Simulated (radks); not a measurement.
Nb II, configuration [Kr] 4d3 4f1 (not the ground configuration).

Calculated with a radial shooting solver on a logarithmic mesh with Libxc functionals: scalar-relativistic Kohn-Sham, PBE, spin-polarised, spherical densities, point nucleus; open shells are filled with parallel spins first (spin-orbit coupling, left out, can overturn this in heavy ions).

Energy parts (hartree):
total: -3819.05030
kinetic: 3932.28123
electron-nucleus: -9181.34448
Hartree: 1548.36266
exchange-correlation: -118.34972

Orbitals (lengths in bohr, moments of r in powers of bohr; r(max) is where P^2 peaks):
1s up: occ. 1; eigenvalue (hartree) -691.7100; r(max) 0.02349
1s down: occ. 1; eigenvalue (hartree) -691.7105; r(max) 0.02349
2s up: occ. 1; eigenvalue (hartree) -97.19564; r(max) 0.1332
2s down: occ. 1; eigenvalue (hartree) -97.18477; r(max) 0.1332
2p up: occ. 3; eigenvalue (hartree) -86.83920; r(max) 0.1064
2p down: occ. 3; eigenvalue (hartree) -86.83124; r(max) 0.1064
3s up: occ. 1; eigenvalue (hartree) -16.64130; r(max) 0.3955
3s down: occ. 1; eigenvalue (hartree) -16.63568; r(max) 0.3956
3p up: occ. 3; eigenvalue (hartree) -13.25659; r(max) 0.3893
3p down: occ. 3; eigenvalue (hartree) -13.25028; r(max) 0.3894
3d up: occ. 5; eigenvalue (hartree) -7.72592; r(max) 0.3345
3d down: occ. 5; eigenvalue (hartree) -7.71592; r(max) 0.3346
4s up: occ. 1; eigenvalue (hartree) -2.67667; r(max) 1.033
4s down: occ. 1; eigenvalue (hartree) -2.61075; r(max) 1.028
4p up: occ. 3; eigenvalue (hartree) -1.79806; r(max) 1.125
4p down: occ. 3; eigenvalue (hartree) -1.72296; r(max) 1.117
4d up: occ. 3; eigenvalue (hartree) -0.59838; r(max) 1.450
4d down: occ. 0; eigenvalue (hartree) -0.51322; r(max) 1.434
4f up: occ. 1; eigenvalue (hartree) -0.09615; r(max) 7.641

The highest occupied level is 4f up at -2.616 eV. The configuration is held as typed, so some empty levels lie below it. The density falls to 0.001 e/bohr^3 at r = 3.75 bohr. Spin moment in Bohr magnetons: 4.
